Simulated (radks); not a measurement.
Results of a calculation; reference values are marked as such.
Sr32+, configuration [He] 2s2 2p2 (the NIST ground configuration).

Level of theory: scalar-relativistic Kohn-Sham, r2SCAN, spin-polarised, spherical densities, finite nucleus; open shells are filled with parallel spins first (spin-orbit coupling, left out, can overturn this in heavy ions); meta-GGA in the generalised Kohn-Sham scheme; Fermi nuclear charge, rms radius 4.224 fm (a radial shooting solver on a logarithmic mesh with Libxc functionals).

Energy parts (eV):
part                       energy
total                  -56706.748
kinetic                 58668.482
electron-nucleus      -118655.455
Hartree                  4413.267
exchange-correlation    -1133.042

Orbitals (lengths in bohr, moments of r in powers of bohr; r(max) is where P^2 peaks; r(90%) holds 90 % of the orbital's charge):
orbital  occ.  eigenvalue (eV)   r(max)  r(90%)
1s up       1        -18298.46  0.02551  0.0698
1s down     1        -18273.33  0.02549  0.0697
2s up       1        -4131.684   0.1400   0.249
2s down     1        -4090.332   0.1406   0.250
2p up       2        -3954.607   0.1107   0.225
2p down     0        -3901.986   0.1113   0.227
3s up       0        -1705.244   0.3658   0.554
3s down     0        -1678.977   0.3617   0.550
3p up       0        -1651.039   0.3453   0.538
3p down     0        -1624.740   0.3420   0.534

The highest occupied level is 2p up at -3954.6 eV. Summed over all electrons, <r^2> = 0.1136 bohr^2, which gives a Langevin (diamagnetic) susceptibility term of -0.09 x 10^-6 cm^3/mol. The density falls to 0.001 e/bohr^3 at r = 0.56 bohr. Spin moment in Bohr magnetons: 2. The spin density at the nucleus is -4.13 e/bohr^3 (1s -64.83, 2s 60.70). For comparison, the ionisation energy in NIST's Atomic Spectra Database is 4053 eV (semi-empirical). In exact Kohn-Sham theory the highest level is minus the ionisation energy, but local and semilocal functionals leave it too shallow, through self-interaction and a potential that decays too fast; potentials with the right tail come closer. The electron density at the nucleus is 6.184e+04 e/bohr^3 (large components only).
